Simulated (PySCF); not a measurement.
## Diatomics of Cl with the 4d metals

PBE0 with triple-zeta basis sets in PySCF, for the lowest determinant that a PBE0 search found; no spin–orbit coupling. De refers to high-spin ground-configuration atoms. A positive dipole means M(−)Cl(+).

```
 M         basis  state (unpaired electrons)  Re (Å)  ωe (cm⁻¹)  De (eV)  μ (D)
 Y    def2-TZVPP      singlet (closed shell)   2.377        382     5.22  -2.44
Zr    def2-TZVPP         quartet (σ ↑, δ ↑↑)   2.324        391      n/a  -3.97
Nb  x2c-TZVPPall    quintet (σ ↑, π ↑, δ ↑↑)   2.287        393     4.47  -3.72
Mo    def2-TZVPP    sextet (σ ↑, π ↑↑, δ ↑↑)   2.281        380     3.79  -4.37
Tc    def2-TZVPP   septet (σ ↑↑, π ↑↑, δ ↑↑)   2.344        342      n/a  -2.23
Ru    def2-TZVPP         quartet (π ↑↑, δ ↑)   2.213        361     3.51  -4.64
Rh    def2-TZVPP          triplet (σ ↑, δ ↑)   2.253        361     3.48  -4.99
Pd  x2c-TZVPPall               doublet (σ ↑)   2.231        364     2.93  -4.75
Ag    def2-TZVPP      singlet (closed shell)   2.285        337     3.10  -5.60
Cd  x2c-TZVPPall               doublet (σ ↑)   2.357        315     2.02  -3.43
```

The shortest bond is that of RuCl (2.213 Å), the longest that of YCl (2.377 Å).

The rows differ in basis set, which adds steps of its own.

The state changes along the series, so neighbouring rows are not always alike in their bonding.

De is left out where the level can put another filling of the metal’s s and d shells below the measured ground configuration, by anything from nothing to about 1 eV. The metal atom is held in its measured ground configuration; semilocal functionals can put another filling of s and d lower by some tenths of an eV, and De to that atom would be smaller. Spin–orbit coupling is left out. States were picked by a PBE0 search and need not be the measured ground states.
